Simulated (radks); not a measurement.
Question: All-electron atom: Xe4+ in [Kr] 4d10 5s2 5p2. Method: Dirac Kohn-Sham, PBE, spin-unpolarised, spherical densities, finite nucleus; open shells fill j = l - 1/2 first; Fermi nuclear charge, rms radius 4.7859 fm; computed with a radial shooting solver on a logarithmic mesh with Libxc functionals. Some entries of the table are withheld. Estimate them.

orbital,occ.,eigenvalue (hartree),<r^2> (bohr^2),r(max) (bohr)
1s1/2,2,-1263.878,0.0009638,0.01715
2s1/2,2,-198.0951,0.01543,0.09710
2p1/2,2,-186.2235,(1),(2)
2p3/2,4,-174.2929,(3),(4)
3s1/2,2,-41.89188,0.1072,0.2791
3p1/2,2,-36.95624,0.1019,0.2656
3p3/2,4,-34.68981,0.1099,0.2764
3d3/2,4,-26.00424,0.09192,0.2241
3d5/2,6,-25.52522,0.09422,0.2272
4s1/2,2,-8.95590,(5),0.6612
4p1/2,2,-7.20697,0.6316,(6)
4p3/2,4,-6.75379,0.6789,(7)
4d3/2,4,-3.92037,0.8693,0.7426
4d5/2,6,-3.84658,0.8902,0.7508
5s1/2,2,-2.25803,(8),1.565
5p1/2,2,-1.79526,4.049,1.719
5p3/2,0,-1.72666,4.315,1.779

Answer: 
(1) 2p1/2 <r^2> (bohr^2): 0.01139
(2) 2p1/2 r(max) (bohr): 0.07438
(3) 2p3/2 <r^2> (bohr^2): 0.01267
(4) 2p3/2 r(max) (bohr): 0.07927
(5) 4s1/2 <r^2> (bohr^2): 0.5791
(6) 4p1/2 r(max) (bohr): 0.6769
(7) 4p3/2 r(max) (bohr): 0.7010
(8) 5s1/2 <r^2> (bohr^2): 3.272
